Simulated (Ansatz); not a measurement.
Cost and result for the atomization energy of CH$_{7}$BSeSi (11 atoms, 11 bonds).

```xyz
11

B    -1.1424   -1.3850   -0.0023
Si    0.5899   -0.4972   -0.0066
C     0.9886    1.1615   -0.7637
Se   -0.8457   -0.2281    1.8915
H    -1.1742   -2.5266    0.3551
H    -2.0671   -0.9034   -0.5871
H     1.8125   -1.1484    0.5334
H     1.5552    1.0076   -1.6870
H     0.0720    1.6962   -1.0197
H     1.5916    1.7807   -0.0975
H    -1.3805    1.0428    1.3839
```

Charge 0, multiplicity 1. Correlated methods include outer-core shells of Se, which these sets cover unevenly. Scalar relativity is left out up to krypton. The bonds changed during the relaxation, so this is another structure than the one it started from. Geometry: relaxed with PBE0-D4/def2-TZVP. It is one conformer, not always the lowest. Program: Ansatz. All runs use 4 threads of an Arm Neoverse V2 on a shared host. Times are those of one run each, without the atoms' runs, and a repeat can differ threefold. Electronic energies, without spin–orbit coupling; frozen cores. CCSD(T)/CBS adds CCSD(T) − MP2 in def2-TZVPP to the MP2 limit, and its time is that of the two runs behind it. T1 = 0.011. With those shells the extrapolation isn't a true limit. B3LYP takes the VWN-RPA correlation (the form of Gaussian; ORCA's B3LYP/G).

CCSD(T)/CBS is a level of theory with its own doubt, some kJ/mol a heavy atom from the limit and from the frozen cores, so smaller differences don't rank the functionals.

| level | functions | wall time |
| --- | --- | --- |
| PBE-D4/def2-TZVPP (with forces) | 250 | 2.5 s |
| PBE0-D4/def2-TZVPP | 250 | 3.2 s |
| r2SCAN-D4/def2-TZVPP (with forces) | 250 | 4.8 s |
| B3LYP-D4/def2-TZVPP (with forces) | 250 | 5 s |
| B2PLYP/def2-TZVPP | 250 | 6 s |
| ωB97X-V/def2-TZVPP | 250 | 8 s |
| ωB97M-V/def2-TZVPP (with forces) | 250 | 12 s |
| MP2/def2-QZVPP | 483 | 24 s |
| CCSD(T)/def2-TZVPP | 250 | 2.6 min |
| CCSD(T)/CBS(def2) | – | 3 min |

Question: What atomization energy does each give, and how far from CCSD(T)/CBS? (Estimate.)

Answer: Ansatz gave: 
| level | atomization (kcal/mol) | difference from CCSD(T)/CBS | per bond |
| --- | --- | --- | --- |
| PBE-D4/def2-TZVPP (with forces) | 876.1 | 10.5 | 1.0 |
| PBE0-D4/def2-TZVPP | 868.6 | 3.0 | 0.3 |
| r2SCAN-D4/def2-TZVPP (with forces) | 872.8 | 7.2 | 0.7 |
| B3LYP-D4/def2-TZVPP (with forces) | 866.0 | 0.4 | 0.0 |
| B2PLYP/def2-TZVPP | 854.5 | -11.1 | -1.0 |
| ωB97X-V/def2-TZVPP | 868.9 | 3.3 | 0.3 |
| ωB97M-V/def2-TZVPP (with forces) | 866.7 | 1.1 | 0.1 |
| MP2/def2-QZVPP | 861.1 | -4.5 | -0.4 |
| CCSD(T)/def2-TZVPP | 845.3 | -20.3 | -1.8 |
| CCSD(T)/CBS(def2) | 865.6 | 0.0 | 0.0 |

The D4 term adds +9.9 kcal/mol with B3LYP and +5.2 kcal/mol with PBE0; it sums over pairs of atoms, weighted by their polarisabilities, and B3LYP, whose exchange is more repulsive, gets the larger term. From PBE to PBE0 (25 % exact exchange), in def2-TZVPP and without D4, the atomization energy moves by −6.5 kcal/mol: exact exchange takes away binding that semilocal exchange gives to molecules. In def2-TZVPP, CCSD(T) changes the Hartree–Fock value by +197.5 kcal/mol (the triples alone add +11.5 kcal/mol) and MP2 by +201.6 kcal/mol; breaking electron pairs costs correlation energy, which Hartree–Fock lacks.
